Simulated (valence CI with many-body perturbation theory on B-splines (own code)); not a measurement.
# Ge: key properties

Computed by relativistic CI+MBPT: four valence electrons over a frozen Dirac-Fock core [Ar] 3d10, a basis of 9 s, 9 p, 8 d, 6 f, 3 g, 1 h functions for each j, with the one-electron correlation potential Σ1, the two-electron term Σ2, the three-electron term Σ3, Breit, model QED; selected CI, second order for the rest, scaled by the run's own slope (own B-spline code, finite nucleus).

Set against measurement, 31 paired levels are off by 162 cm⁻¹ on average, the worst by 355. These come from a selection out of the NIST Handbook of Basic Atomic Spectroscopic Data. Levels without a partner in it may be off by more. Among the levels kept, up to 530 cm⁻¹ of a level comes from second order outside the variational space, and about a tenth of that is noise between levels of different J, which matters for small intervals.

Rates and lifetimes use the calculated energies. Strong lines usually hold to 10 to 20 %, long lifetimes can be off by a factor of two.

**Question.** What is the ground level?

**Answer.** 4s2.4p2 3P_0, composition 94 % 4s2.4p2 3P.

**Question.** How well does LS coupling describe the low levels?

**Answer.** Among the lowest 20 levels the leading LS term, summed over configurations, holds 86 % on average. For single configurations the figures are 77 % in LS and 69 % in jj coupling. Terms mix most in the J = 1 level at 5.777 eV, where the leading one holds 43 %.

**Question.** What is the ionisation energy?

**Answer.** 7.8738 eV; NIST lists 7.89944 eV (measured).

**Question.** Name the longest-lived excited levels whose lifetime is computed, and their main decay.

**Answer.** 4s2.4p2 3P_1 at 0.0686 eV lives 329 s, mostly by M1 to 4s2.4p2 3P_0; 4s2.4p2 3P_2 at 0.1736 eV lives 123 s, mostly by M1 to 4s2.4p2 3P_1; 4s2.4p2 1D_2 at 0.8805 eV lives 7.02 s, mostly by M1 to 4s2.4p2 3P_2.

**Question.** How is the term 3P of the ground level split?

**Answer.** J = 0 at 0.0000, J = 1 at 0.0686, J = 2 at 0.1736 eV.

**Question.** What are the static dipole polarisabilities of the lowest levels?

**Answer.** 4s2.4p2 3P_0 39.0; 4s2.4p2 3P_1 39.6 (tensor -2.1); 4s2.4p2 3P_2 40.1 (tensor 3.4); 4s2.4p2 1D_2 44.4 (tensor -9.1) bohr³, of which the core gives 0.763. The recommended value for the atom is 40 ± 1 bohr³ (Schwerdtfeger and Nagle, table of static dipole polarizabilities (2023 update)).

**Question.** Where does the other parity begin?

**Answer.** At 4s2.4p.5s 3P°_0, 4.630 eV.
